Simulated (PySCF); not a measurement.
## Exercise with solution: chemical shift, span and skew from a shielding tensor

BHFBr, SMILES FBBr. Atoms are numbered in the order given.

```xyz
4

B     -0.5522    -1.0980     0.0000
H     -1.7100    -1.3499     0.0000
F      0.3426    -2.0582     0.0000
Br     0.0397     0.7247     0.0000
```
Charge 0, spin multiplicity 1.

Coordinates come from a B3LYP-D3(BJ)/def2-TZVP optimisation.

GIAO shieldings from HF/pcSseg-2 in PySCF, non-relativistic, no solvent. The symmetric part of the tensor of F3 has the principal values 72.9, 190.9, 440.0 ppm. The same nucleus in CFCl3 has σ = 237.3 ppm at this level (PySCF, at its B3LYP-D3(BJ)/def2-TZVP geometry). Without spin–orbit terms, shifts of atoms bonded to Cl or Br come out too high.

Q: Work out the isotropic shielding, the ¹⁹F shift against CFCl3, the span and the skew.

A: 
σ(iso) = (σ11 + σ22 + σ33)/3 = 234.6 ppm. δ = σ(ref) − σ(iso) = 237.3 − (234.6) = 2.7 ppm.
Span Ω = σ33 − σ11 = 367.1 ppm. Skew κ = 3(σ(iso) − σ22)/Ω = 0.36. Tumbling in solution averages the tensor to δ; in a static solid the shielding alone would spread this spin-1/2 line over Ω.
